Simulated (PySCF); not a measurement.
PySCF 2.14 output of a UHF calculation on a single atom or ion in cc-pVTZ (4s3p2d1f, 30 functions), with no relativity, point nucleus:

```
SCF conv_tol = 1e-09
number electrons alpha = 5  beta = 4
cycle= 1 E= -99.4053098422632  delta_E= -0.00432  |g|= 0.0289  |ddm|= 0.0329
cycle= 2 E= -99.4055118679125  delta_E= -0.000202  |g|= 0.00661  |ddm|= 0.00824
cycle= 3 E= -99.4055246178675  delta_E= -1.27e-05  |g|= 0.000503  |ddm|= 0.00326
cycle= 4 E= -99.4055248113372  delta_E= -1.93e-07  |g|= 0.000236  |ddm|= 0.00087
cycle= 5 E= -99.4055248533085  delta_E= -4.2e-08  |g|= 9.05e-05  |ddm|= 0.000494
cycle= 6 E= -99.405524859528  delta_E= -6.22e-09  |g|= 1.42e-05  |ddm|= 0.000257
cycle= 7 E= -99.4055248596807  delta_E= -1.53e-10  |g|= 1.9e-06  |ddm|= 3.6e-05
converged SCF energy = -99.4055248596807  <S^2> = 0.75341461  2S+1 = 2.0034117
```

The run itself started from symmetry-adapted Hartree-Fock orbitals and held the occupation by maximum overlap, so the iterations belong to that start.

Which element, charge and spin multiplicity is this?

F (fluorine, neutral), multiplicity 2; the state was [He] 2s2 2p5, 2P determinant.
